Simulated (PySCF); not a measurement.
Dipole response of Sr (strontium, neutral)

[Kr] 5s2, closed-shell 1S. Computed with PySCF 2.14 in x2c-TZVPPall with one added diffuse shell each of s, p, d, f type (9s7p7d3f1g, 95 functions), with the spin-free X2C one-electron Hamiltonian (Gaussian nucleus). Coupled (time-dependent) response in atomic units; α is the mean over directions.

```
 method  mean α (bohr³)  C₆ (like pair)  S(−4)
wB97X-V           207.6            3443  19850
```

S(−4) is the Cauchy moment in α(ω) = α(0) + S(−4) ω² + …

Reference α: 197.2 ± 0.2 bohr³ (recommended; Schwerdtfeger and Nagle, table of static dipole polarizabilities (2023 update)). Published C₆: 3175 (Chu and Dalgarno (2004); Tang, Norbeck and Certain (1976)).

α(iu) at wB97X-V:

| u (hartree) | α(iu) (bohr³) |
| --- | --- |
| 0 | 207.6 |
| 0.0500 | 167.8 |
| 0.100 | 107.7 |
| 0.200 | 46.88 |
| 0.300 | 26.15 |
| 0.500 | 12.81 |
| 0.750 | 7.585 |
| 1.00 | 5.236 |
| 1.50 | 2.986 |
| 2.00 | 1.924 |
| 3.00 | 0.9795 |
| 5.00 | 0.3938 |
